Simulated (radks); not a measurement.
Question: The rubidium ion Rb2+, 35 electrons, occupied as [Ar] 3d10 4s2 4p4 6p1 (not the ground configuration). All-electron calculation, scalar-relativistic Kohn-Sham, r2SCAN, spin-polarised, spherical densities, finite nucleus; open shells are filled with parallel spins first (spin-orbit coupling, left out, can overturn this in heavy ions); meta-GGA in the generalised Kohn-Sham scheme; Fermi nuclear charge, rms radius 4.2036 fm. Program: a radial shooting solver on a logarithmic mesh with Libxc functionals. Some entries of the table are withheld. Estimate them.

orbital  occ.  eigenvalue (eV)  <1/r> (bohr^-1)
1s up       1        -15103.07            37.87
1s down     1        -15102.74            37.87
2s up       1        -2055.067            8.449
2s down     1        -2054.997            8.449
2p up       3        -1823.241            8.241
2p down     3        -1822.989            8.240
3s up       1        -336.2076            2.817
3s down     1        -335.9303            2.815
3p up       3        -260.9619            2.658
3p down     3        -260.6200            2.658
3d up       5        -136.9821            2.391
3d down     5        -136.5485            2.394
4s up       1         -62.0988           0.9556
4s down     1         -59.0574           0.9542
4p up       3         -44.1784           0.8392
4p down     1         -41.2435           0.8346
6p up       1              (1)           0.1756

Answer: 
(1) 6p up eigenvalue (eV): -6.8813
